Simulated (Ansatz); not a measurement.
```yaml
crystal:
  periodic: [false, false, false]
  atoms:
    - {symbol: Cl, position_ang: [1.196953, -0.889615, 0.550568]}
    - {symbol: Ge, position_ang: [-0.690993, -0.371669, -0.415190]}
    - {symbol: H, position_ang: [-0.516860, 1.196584, -0.148678]}
basis:
  gaussian: {orbitals: def2-TZVPP, fitting: {mean_field: cc-pVTZ-jkfit}}
hamiltonian: {xc: {name: HF}, dispersion: d4}
scf: {lower_state_search: full}
output: {forces: true}
```

```sh
$ ansatz run in.yaml --threads 4 --pin off --events-out ev --progress --plain --max-ram 10444MiB
```

Shortened log:

```
Functional definition: HF
358 factors; integrals over basis functions are off by at most 1.4e0 eV
mean field evaluation 1: about -68993.1317 eV, gradient 1.4e1 eV
mean field evaluation 2: about -68993.7301 eV, gradient 7.6e0 eV
mean field evaluation 4: about -68993.8547 eV, gradient 6.8e-1 eV
mean field evaluation 8: about -68993.8575 eV, gradient 1.1e-5 eV
mean field -68993.85751811 eV, -2535.4774980743 hartree, gradient 1.1e-5 eV, S^2 0.000000; 0 other end points of the search recorded, 0 dependent functions left out
reference -68993.85751811 eV, -2535.4774980743 hartree; 25, 25 occupied and 79, 79 virtual orbitals, 358 factors
Total energy: -68994.04457825 eV, -2535.4843724075 hartree
Atom 0 at     1.196953    -0.889615     0.550568 Å, force     0.098363    -0.068382     0.045771 eV/Å
Atom 1 at    -0.690993    -0.371669    -0.415190 Å, force    -0.023579     0.293066     0.019406 eV/Å
Atom 2 at    -0.516860     1.196584    -0.148678 Å, force    -0.074784    -0.224684    -0.065177 eV/Å
Dipole moment:    -0.363513     0.123896    -0.183297 e Å
```

Run time 0.2 s (4 threads of an Arm Neoverse V2 on a shared host); peak host memory 0.11 GiB.
